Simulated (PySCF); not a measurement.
In(Me)2(SiMe3), SMILES [CH3][In]([CH3])[Si](C)(C)C (C5H15InSi) (GFN2-xTB optimised geometry):

```
22

In    -1.633     1.742     0.000
C     -2.195     2.817    -1.908
H     -1.552     2.535    -2.743
H     -2.113     3.895    -1.753
H     -3.227     2.590    -2.184
C     -1.938     2.945     1.890
H     -1.932     2.322     2.785
H     -2.894     3.470     1.836
H     -1.147     3.692     1.987
Si    -0.700    -0.737     0.000
C     -1.313    -1.688     1.551
C      1.221    -0.737     0.000
C     -1.315    -1.659    -1.567
H     -0.931    -2.705     1.589
H     -0.996    -1.179     2.458
H     -2.399    -1.738     1.563
H      1.602    -0.223     0.880
H      1.602    -0.217    -0.877
H      1.633    -1.742    -0.003
H     -1.011    -1.125    -2.464
H     -2.401    -1.719    -1.571
H     -0.924    -2.671    -1.633
```

Method: PySCF with CAM-B3LYP/def2-SVP, def2 effective core potentials past Kr.

Question: What are the frontier orbital energies and the dipole moment?

Answer: HOMO-2 -9.73 eV, HOMO-1 -8.04 eV, HOMO -7.40 eV, LUMO -0.48 eV, LUMO+1 1.32 eV; dipole moment 0.68 D.

On the same geometry PBE/def2-SVP, def2 effective core potentials past Kr in PySCF gives HOMO-2 -7.04 eV, HOMO-1 -5.62 eV, HOMO -5.19 eV, LUMO -2.02 eV, LUMO+1 -0.45 eV; dipole moment 0.66 D.
